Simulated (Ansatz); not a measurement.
Two isomers of C3H10AlN: A = `CN(C)[CH2][AlH2]`, B = `C[CH]([AlH2])CN`.

Isolated molecules relaxed with PBE0-D4/def2-TZVP in Ansatz; ΔE leaves out vibrations. CBS: MP2 limit from def2 TZ/QZ plus the TZ coupled-cluster correction, frozen cores. DFT in def2-TZVPP. B3LYP here is the variant with VWN-RPA as its local correlation; programs differ in this. Each species was taken in one conformer, which may not be the lowest.

Q: Which is lower in electronic energy at CCSD(T)/CBS, and by how much? (Estimate.)

A: The calculation gave: B, by 45.2 kJ/mol.

Q: Give E(B) − E(A) in kJ/mol with HF/def2-TZVPP, PBE-D4, B3LYP, B3LYP-D4, PBE0-D4, B2PLYP, ωB97M-V. (Estimate.)

A: The calculation gave: HF/def2-TZVPP -40.6, PBE-D4 -39.6, B3LYP -38.7, B3LYP-D4 -37.8, PBE0-D4 -42.2, B2PLYP -40.5, ωB97M-V -42.5. None reverses the order clearly.

Largest T1 diagnostic: 0.010.
